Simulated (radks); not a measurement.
Coulomb parameter of the 3d shell of the iron ion Fe3+ in the model configuration [Ar] 3d4 4s1, as a second difference U = [E(n + 0.25) + E(n - 0.25) - 2 E(n)] / (0.25)^2 with all orbitals relaxed. "Bare": the charge of the atom changes with n. "Screened": the 4s shell takes up the change at fixed total charge, which measures U(3d,3d) + U(4s,4s) - 2 U(3d,4s). Calculated with a radial shooting solver on a logarithmic mesh with Libxc functionals: scalar-relativistic Kohn-Sham, PBE, spin-unpolarised, spherical densities, finite nucleus; Fermi nuclear charge, rms radius 3.7377 fm.

\begin{tabular}{lrr}
case & configuration & E - E(n) (eV) \\ \hline
start & [Ar] 3d4 4s1 & 0.000 \\
bare +0.25 & [Ar] 3d4.25 4s1 & -12.040 \\
bare -0.25 & [Ar] 3d3.75 4s1 & 13.295 \\
screened +0.25 & [Ar] 3d4.25 4s0.75 & -4.014 \\
screened -0.25 & [Ar] 3d3.75 4s1.25 & 4.334 \\
\end{tabular}

U(bare) = 20.080 eV, U(screened by 4s) = 5.120 eV, against the Slater integral F0(3d,3d) = 26.687 eV with frozen orbitals.
